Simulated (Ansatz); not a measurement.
Computed with Ansatz on PBE0-D4/def2-TZVP structures; ΔE is electronic, products minus reactants. CCSD(T)/CBS adds triple-zeta CCSD(T) − MP2 to the extrapolated MP2 energy (def2 sets, frozen cores). Functionals use def2-TZVPP. def2 core potentials past Kr. For Br, In outer-core shells are correlated without core-valence functions, which leaves a few kJ/mol of doubt a bond. Scalar relativity is left out up to krypton. One conformer a species, not always the lowest.

`[OH][InH][CH2]Br` + CH₃NH₂ → `C[NH][InH][OH]` + `CBr`  (ligand exchange at the In–C bond)

| level | ΔE (kcal/mol) |
| --- | --- |
| PBE0-D4 | -6.5 |
| r2SCAN | -7.1 |
| MP2/def2-QZVPP | -7.4 |
| SCS-MP2/def2-QZVPP | -7.7 |

(1) What does CCSD(T)/CBS give? (Estimate.)

Largest T1 diagnostic among the species: 0.016.

## Answers

(1) Computed: -7.2 kcal/mol. The listed levels differ from it by 0.7, 0.1, -0.2, -0.5 kcal/mol.

CCSD(T)/CBS has its own doubt, a few kJ/mol and more with outer-core shells, so smaller differences from it don't rank the levels.
